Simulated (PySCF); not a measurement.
Job file and geometry (Å, from PBE0-D3(BJ)/def2-SVP) of an NMR shielding run on `CC[O+](CC)[Al-]([Br])([Br])[Br]`, C4H10AlBr3O, GIAO WP04/pcSseg-1 NMR shielding, non-relativistic, gas phase in PySCF; density fitting, a coarse starting grid and PySCF grid level 2 are the driver's defaults:

```
{"job": {"kind": "nmr", "xc": "WP04", "basis": "pcSseg-1", "pop": false}, "charge": 0, "multiplicity": 1}
C      2.104084    -0.794370    -0.362547
C      0.917379    -0.786372     0.565996
O     -0.039095     0.235809     0.196912
C     -1.070194    -0.165697    -0.737260
C     -2.244553    -0.779756    -0.023000
Al     0.218570     2.110012     0.502023
Br     1.818908     2.152592     2.112403
Br    -1.848855     2.806309     1.138778
Br     0.878769     2.819249    -1.558315
H      2.793283    -1.598709    -0.065329
H      2.647885     0.159630    -0.306520
H      1.808007    -0.965151    -1.407970
H      0.373177    -1.741921     0.569818
H      1.213007    -0.554371     1.597495
H     -0.604711    -0.845698    -1.466851
H     -1.353431     0.748417    -1.278852
H     -1.962455    -1.690238     0.526345
H     -2.677983    -0.057156     0.682544
H     -3.015250    -1.054335    -0.758262
```

Q: Write the output of this run.

A: 
```
coarse grid: 78968 points
cycle   1  E = -8244.4998911104  dE = -2.821e+00  |g| = 1.089e+00  |ddm| = 4.001e+00
cycle   2  E = -8244.3751120651  dE =  1.248e-01  |g| = 1.243e+00  |ddm| = 1.791e+00
cycle   3  E = -8244.6582152958  dE = -2.831e-01  |g| = 3.013e-01  |ddm| = 1.061e+00
cycle   4  E = -8244.6694593174  dE = -1.124e-02  |g| = 1.470e-01  |ddm| = 2.642e-01
cycle   5  E = -8244.6735629754  dE = -4.104e-03  |g| = 1.764e-02  |ddm| = 1.214e-01
cycle   6  E = -8244.6736189560  dE = -5.598e-05  |g| = 7.298e-03  |ddm| = 2.495e-02
cycle   7  E = -8244.6736347030  dE = -1.575e-05  |g| = 1.395e-03  |ddm| = 9.996e-03
cycle   8  E = -8244.6736352392  dE = -5.362e-07  |g| = 6.112e-04  |ddm| = 2.291e-03
final grid: 160872 points
cycle   9  E = -8244.6733883693  dE = -5.189e-07  |g| = 7.674e-04  |ddm| = 4.310e-03
cycle  10  E = -8244.6733883081  dE =  6.129e-08  |g| = 9.107e-04  |ddm| = 1.154e-03
cycle  11  E = -8244.6733884804  dE = -1.723e-07  |g| = 8.920e-05  |ddm| = 6.442e-04
cycle  12  E = -8244.6733884815  dE = -1.175e-09  |g| = 2.874e-05  |ddm| = 6.020e-05
cycle  13  E = -8244.6733884817  dE = -1.273e-10  |g| = 8.081e-06  |ddm| = 2.316e-05
converged SCF energy = -8244.6733884817

GIAO shielding tensors (ppm)
atom      isotropic    diamagn.    paramagn.     s11        s22        s33       span
  0 C      156.367     250.108     -93.741    140.547    160.215    168.339     27.791
  1 C       99.364     250.009    -150.645     62.182     80.667    155.243     93.062
  2 O      262.153     413.534    -151.381    225.838    264.231    296.390     70.552
  3 C      100.075     250.043    -149.968     63.456     84.168    152.602     89.147
  4 C      156.723     249.459     -92.736    140.065    158.856    171.249     31.184
  5 Al     442.623     796.580    -353.957    378.793    471.826    477.251     98.459
  6 Br    2651.822    3133.541    -481.720   2469.792   2546.817   2938.856    469.064
  7 Br    2634.084    3133.300    -499.216   2456.158   2500.364   2945.731    489.572
  8 Br    2626.092    3134.179    -508.087   2428.259   2507.675   2942.340    514.081
  9 H       30.625      28.005       2.619     26.527     26.619     38.727     12.200
 10 H       29.452      31.054      -1.602     24.969     30.780     32.607      7.638
 11 H       30.101      32.365      -2.264     26.571     28.924     34.808      8.237
 12 H       28.036      34.102      -6.066     22.269     28.320     33.520     11.251
 13 H       26.703      32.691      -5.988     21.948     27.842     30.320      8.371
 14 H       28.031      34.359      -6.328     23.192     27.901     33.000      9.808
 15 H       27.013      33.258      -6.245     22.457     27.890     30.692      8.235
 16 H       30.174      31.732      -1.558     25.699     29.164     35.660      9.961
 17 H       29.306      30.855      -1.549     22.811     31.184     33.922     11.111
 18 H       30.575      27.885       2.690     26.569     26.749     38.408     11.839
```

Q: Turn these shieldings into chemical shifts. Scale: TMS for ¹³C (σ = 172.44 ppm), ¹H (σ = 31.56 ppm); H2O for ¹⁷O (σ = 317.54 ppm); AlH4- for ²⁷Al (σ = 483.51 ppm); HBr for ⁷⁹Br (σ = 2455.27 ppm) (reference shieldings calculated alike).

A: Averaging equivalent atoms: C 1/3: 72.7; C 0/4: 15.9; O 2: 55.4; Al 5: 40.9; Br 6/7/8: -182; H 12/13/14/15: 4.12; H 9/10/11/16/17/18: 1.53 ppm. Experimental scales use liquid or dissolved standards, which lie at an offset from isolated H2O (liquid H2O: subtract about 36 ppm).

Relativistic effects, spin–orbit coupling among them, are left out; they matter for Br and for the light atoms bonded to it.

Size and cost of the density-fitted run: 282 basis functions, 66 s wall time on 1 thread of an x86-64 server CPU, shared host.
